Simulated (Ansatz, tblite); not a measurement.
Removing and adding an electron: `c1ccc(-c2ccc(-c3ccc(-c4ccc(-c5ccc(-c6ccc(-c7ccc(-c8ccc(-c9ccccc9)cc8)cc7)cc6)cc5)cc4)cc3)cc2)cc1`. Charge 0, multiplicity 1. Geometry: PBE-D4/def2-SVP. Ansatz, gas phase; energy differences of separate SCF runs; the oxidised species was run as a doublet alone; the reduced species was run as a doublet alone.

Cartesian coordinates in Å:
```
C -12.453 -10.776 -9.058
C -12.732 -9.421 -8.817
C -11.806 -8.620 -8.136
C -10.577 -9.153 -7.681
C -9.597 -8.305 -6.961
C -8.205 -8.500 -7.116
C -7.281 -7.700 -6.439
C -7.702 -6.665 -5.571
C -6.722 -5.817 -4.853
C -7.000 -4.462 -4.559
C -6.075 -3.662 -3.882
C -4.825 -4.176 -3.467
C -3.844 -3.327 -2.752
C -4.262 -2.302 -1.872
C -3.337 -1.502 -1.198
C -1.945 -1.683 -1.371
C -0.963 -0.833 -0.659
C -1.252 0.514 -0.340
C -0.325 1.316 0.331
C 0.939 0.814 0.716
C 1.923 1.665 1.423
C 3.313 1.504 1.221
C 4.241 2.309 1.885
C 3.827 3.315 2.790
C 4.812 4.167 3.495
C 4.570 4.638 4.806
C 5.500 5.441 5.472
C 6.718 5.817 4.859
C 7.703 6.669 5.564
C 7.872 6.591 6.966
C 8.802 7.395 7.630
C 9.611 8.317 6.927
C 10.599 9.169 7.633
C 10.345 9.649 8.939
C 11.279 10.454 9.606
C 12.489 10.799 8.983
C 12.756 10.331 7.686
C 11.822 9.526 7.020
C 9.443 8.395 5.526
C 8.512 7.591 4.861
C 6.958 5.348 3.547
C 6.030 4.542 2.882
C 2.437 3.474 2.994
C 1.509 2.672 2.326
C 1.228 -0.533 0.397
C 0.301 -1.336 -0.272
C -1.527 -2.708 -2.251
C -2.453 -3.510 -2.923
C -4.547 -5.531 -3.761
C -5.472 -6.331 -4.437
C -9.094 -6.471 -5.416
C -10.018 -7.271 -6.095
C -10.312 -10.520 -7.932
C -11.238 -11.321 -8.612
H -13.181 -11.406 -9.593
H -13.678 -8.980 -9.170
H -12.023 -7.552 -7.978
H -7.841 -9.271 -7.812
H -6.205 -7.856 -6.614
H -7.946 -4.017 -4.902
H -6.310 -2.602 -3.704
H -5.337 -2.156 -1.684
H -3.700 -0.740 -0.492
H -2.210 0.952 -0.658
H -0.571 2.371 0.528
H 3.671 0.743 0.511
H 5.316 2.144 1.715
H 3.641 4.352 5.321
H 5.270 5.802 6.486
H 7.286 5.858 7.542
H 8.932 7.279 8.717
H 9.389 9.409 9.427
H 11.054 10.823 10.618
H 13.222 11.432 9.506
H 13.705 10.587 7.191
H 12.055 9.142 6.015
H 10.028 9.128 4.950
H 8.383 7.707 3.774
H 7.903 5.605 3.045
H 6.245 4.210 1.855
H 2.077 4.258 3.677
H 0.435 2.814 2.523
H 2.187 -0.970 0.714
H 0.547 -2.390 -0.468
H -0.453 -2.854 -2.441
H -2.090 -4.272 -3.629
H -3.600 -5.975 -3.419
H -5.237 -7.391 -4.613
H -9.459 -5.701 -4.720
H -11.094 -7.115 -5.921
H -9.375 -10.965 -7.563
H -11.012 -12.385 -8.788
```

The xTB rows come from tblite. Single mean-field runs in def2-SVP are fitted with def2-universal-jkfit.

```tsv
level	−HOMO (eV)	vertical IE (eV)	−LUMO (eV)	vertical EA (eV)	HOMO–LUMO gap (eV)	IE − EA (eV)
GFN2-xTB	9.90	10.97	7.38	6.30	2.52	4.67
B97M-V/def2-SVP	5.18	6.22	2.39	1.36	2.79	4.86
PBE0-D4/def2-SVP	5.85	6.66	1.83	1.12	4.03	5.54
```

**Question.** Estimate the rows for GFN1-xTB, PBE-D4/def2-SVP.

**Answer.** 
| level | −HOMO (eV) | vertical IE (eV) | −LUMO (eV) | vertical EA (eV) | HOMO–LUMO gap (eV) | IE − EA (eV) |
| --- | --- | --- | --- | --- | --- | --- |
| GFN1-xTB | 10.93 | 11.99 | 8.44 | 7.37 | 2.49 | 4.62 |
| PBE-D4/def2-SVP | 5.06 | 6.17 | 2.49 | 1.50 | 2.57 | 4.67 |

 Raw xTB energy differences between charge states are shifted by several eV; the methods need an empirical correction for them. Sets without diffuse functions give affinities that are too small.
